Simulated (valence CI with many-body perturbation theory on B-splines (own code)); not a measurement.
Re XLV in three bases

Calculated by configuration interaction combined with many-body perturbation theory (CI+MBPT): three valence electrons over a frozen Dirac-Fock core [Ar] 3d10, radial functions for each j: 9 s, 9 p, 8 d, 6 f, 3 g, 1 h, with the one-electron correlation potential Σ1 (screened to all orders), the two-electron term Σ2, the three-electron term Σ3, Breit, model QED; selected single and double excitations, second order for the rest, scaled by the run's own slope (own B-spline code, finite nucleus).

The last digits are not significant, and no measured levels were compared; by estimate large intervals hold to a few tenths of a per cent, small ones and those within an open d or f shell to about a per cent.

The reference run has the lowest level (4s^2 4p1/2) J=1/2 and an ionisation energy of 2303.29 eV. Its largest variational space holds 8837 state functions.

Levels are named by their leading jj configuration (3d3/2^4 stands for four electrons in 3d with j = 3/2), which in mixed levels can hold well under half, so a name can repeat and another be missing. Letters in brackets count levels of one name in rising energy.

Changed runs:
A. basis 6 s, 6 p, 5 d, 3 f, 1 g
B. basis 5 s, 5 p, 4 d, 2 f

Excitation energies of the reference run in cm⁻¹, and shifts in cm⁻¹:

```csv
Level,Reference,A,B
(4s 4p1/2^2) J=1/2,801213,-19,-2.2
(4s^2 4p3/2) J=3/2,850883,-36,-79
(4s 4p1/2 4p3/2) J=3/2 [a],1543330,-187,-664
(4s 4p1/2 4p3/2) J=5/2,1612450,-63,-142
(4s 4p1/2 4p3/2) J=3/2 [b],1710140,+29,+266
(4s 4p1/2 4p3/2) J=1/2,1730260,+37,+314
(4s^2 4d3/2) J=3/2,2176520,+158,+940
(4s^2 4d5/2) J=5/2,2316880,-31,+72
(4s 4p3/2^2) J=5/2,2474470,+60,+534
(4p1/2^2 4p3/2) J=3/2,2513210,-41,-20
(4s 4p3/2^2) J=1/2,2580740,+78,+553
(4s 4p3/2^2) J=3/2,2610390,+83,+594
Ionisation energy (eV),2303.29,-0.024,-0.09
```
